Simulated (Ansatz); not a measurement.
Stepwise reaction of `FB(F)N[SiH3]` with hydrogen, as a gas-phase model of exchange steps in deposition or etching. ΔE in kJ/mol; ΔG adds harmonic PBE0-D4 terms to CCSD(T)/CBS, at 1 bar.

Gas-phase electronic energies from Ansatz, PBE0-D4/def2-TZVP geometries. CBS: MP2 limit from def2 TZ/QZ plus the TZ coupled-cluster correction, frozen cores. This one scheme is used for every species. Functionals use def2-TZVPP. B3LYP here is the variant with VWN-RPA as its local correlation; programs differ in this. Each species was taken in one conformer, which may not be the lowest.

```
step                                 reaction  PBE-D4  B3LYP-D4  ωB97M-V  CCSD(T)/CBS  ΔG(600 K)
   1  `FB(F)N[SiH3]` + H₂ → `FBN[SiH3]` + H–F   117.3     122.4    122.6        115.3      116.0
   2      `FBN[SiH3]` + H₂ → `BN[SiH3]` + H–F   119.4     123.5    122.8        115.4      116.4
```

Task: By hand: ΔE of the 2 steps together at CCSD(T)/CBS.

Result: (115.3) + (115.4) = 230.7 kJ/mol, or 115.3 kJ/mol a step.

In ΔE the steps differ by no more than 0.1 kJ/mol. All are uphill at CCSD(T)/CBS. ΔG lies between 116.0 and 116.4 kJ/mol a step. PBE-D4 differs from CCSD(T)/CBS by 2.0 to 4.0 kJ/mol a step. Isolated molecules leave out the surface, adducts and barriers. Largest T1 diagnostic: 0.012.
